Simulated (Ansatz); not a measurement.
One change: `[NH2][Sn][SH]` becomes `[NH2][Sn][NH2]`.

Ansatz, PBE0-D4/def2-TZVP geometries, multiplicity 1. Each molecule was computed in one conformer, which needn't be the lowest.

Elements past krypton have def2 core potentials.

```csv
property,`[NH2][Sn][SH]`
HOMO–LUMO gap (ωB97M-V/def2-TZVPP) / eV,8.82
"ideal-gas entropy at 298 K and 1 bar (rigid rotor, harmonic PBE0-D4/def2-TZVP) / J/(mol·K)",320
LUMO energy (B3LYP/def2-TZVPP) / eV,-2.02
size of the dipole moment (ωB97M-V/def2-TZVPP) / D,2.01
HOMO–LUMO gap (B3LYP/def2-TZVPP) / eV,4.70
HOMO–LUMO gap (PBE0/def2-TZVPP) / eV,5.10
```

(1) Give the same properties after the change, and the shifts. (An estimate is asked.)

Answers

(1) The calculation gave: 
```csv
property,`[NH2][Sn][NH2]`,shift
HOMO–LUMO gap (ωB97M-V/def2-TZVPP) / eV,9.51,0.69
"ideal-gas entropy at 298 K and 1 bar (rigid rotor, harmonic PBE0-D4/def2-TZVP) / J/(mol·K)",311,-9
LUMO energy (B3LYP/def2-TZVPP) / eV,-1.34,0.68
size of the dipole moment (ωB97M-V/def2-TZVPP) / D,0.48,-1.53
HOMO–LUMO gap (B3LYP/def2-TZVPP) / eV,5.02,0.32
HOMO–LUMO gap (PBE0/def2-TZVPP) / eV,5.50,0.40
```

With PBE0 the HOMO rises by 0.30 eV and the LUMO rises by 0.69 eV, so the gap widens by about 0.39 eV. PBE moves the HOMO by 0.48 eV and ωB97M-V by -0.02 eV. The zero-point energy changes by 39.6 kJ/mol with +3 modes. Dipoles are sizes alone; their direction can turn.

B3LYP here is the variant with VWN-RPA as its local correlation; programs differ in this.
